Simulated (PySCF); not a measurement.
## Pt (platinum, neutral) across methods

[Xe] 4f14 5d9 6p1, one real determinant (an excited configuration). Calculation: PySCF 2.14, in aug-cc-pVTZ-PP with ECP60MDF (6s6p5d3f2g, 88 functions); a scalar-relativistic core potential.

| method | E (hartree) | mean ε 5d α (eV) | mean ε 5d β (eV) | mean ε 6p α (eV) | Σ⟨r²⟩ (bohr²) | ⟨S²⟩ |
| --- | --- | --- | --- | --- | --- | --- |
| BP86 | -119.3319 | -8.421 | -7.784 | -2.392 | 63.23 | 2.001 |
| LDA | -119.0001 | -8.485 | -7.809 | -2.343 | 63.18 | 2.000 |
| PBE | -119.2362 | -8.318 | -7.647 | -2.273 | 63.76 | 2.001 |
| B97-3 | -119.2275 | -9.933 | -9.252 | -2.618 | 64.35 | 2.001 |
| LC-wPBE | -119.2176 | -12.572 | -11.904 | -4.363 | 62.75 | 2.001 |
| PBE0 | -119.1961 | -9.881 | -9.153 | -2.753 | 63.78 | 2.001 |
| UHF | -118.36885 | -13.917 | -12.982 | -3.750 | 67.26 | 2.003 |
| r2SCAN | -119.2393 | -8.521 | -7.768 | -2.387 | 62.52 | 2.002 |
| wB97M-V | -119.1153 | -12.303 | -11.621 | -4.107 | 63.79 | 2.001 |

⟨L²⟩ = 8.10 against 12 for a pure F term, so this real determinant mixes terms. Energies and moments cover only the electrons outside the core potential. Spin-orbit coupling, absent here, splits the open shell strongly.
